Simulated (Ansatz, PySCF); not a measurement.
The pair A = BrH3Sn (SMILES [Br][SnH3]) (first 5 atoms), B = NH3 (SMILES N); geometry from B3LYP-D3(BJ)/def2-TZVP.
(charge 0, multiplicity 1):
```xyz
9

Br     2.33329    -0.32594     0.97761
Sn     0.43826     1.06202     0.04340
H      1.13794     1.63114    -1.42276
H      0.13736     2.38632     1.06829
H     -0.88335     0.05541    -0.32376
N     -0.58822    -0.05762     2.67071
H     -1.51064     0.11836     3.05304
H     -0.47618    -1.06030     2.57024
H      0.09744     0.24862     3.35187
```

Frozen-core correlation. Filled d and f shells under p-block atoms count as core. CBS: X⁻³ extrapolation of the correlation energy, Hartree–Fock from the larger set.

Programs: Ansatz (a first-principles code); PySCF for the dispersion terms. Values without a source in brackets are computed. In def2 rows elements past Kr take small-core potentials, without spin–orbit coupling.

The monomers are drawn apart, rigid, along the line of their centres of mass. Counterpoise-corrected interaction energies (kcal/mol):

```
level                                R = 4.199 Å  R = 5.413 Å
-----------------------------------  -----------  -----------
PBE/def2-TZVPPD                          -1.9501      -0.6589
PBE-D3(BJ)/def2-TZVPPD                   -2.5475      -0.8248
wB97M-V/def2-TZVPPD                      -2.5395      -0.8315
CCSD(T)/CBS(def2-SVPD, def2-TZVPPD)      -2.4526      -0.8161
```

**Question.** R is the distance of the centres of mass. Find the local exponent m of E ∝ R⁻ᵐ between the two points.

**Answer.** 
m = ln(E₁/E₂)/ln(R₂/R₁): PBE/def2-TZVPPD 4.3; PBE-D3(BJ)/def2-TZVPPD 4.4; wB97M-V/def2-TZVPPD 4.4; CCSD(T)/CBS(def2-SVPD, def2-TZVPPD) 4.3. For scale, two fixed dipoles give m = 3, dipole and quadrupole 4, quadrupoles 5, and dispersion or dipole-induced dipole 6 at long range; at these distances several terms mix, and what is left of overlap and damping shifts m, so it need not match one of them.
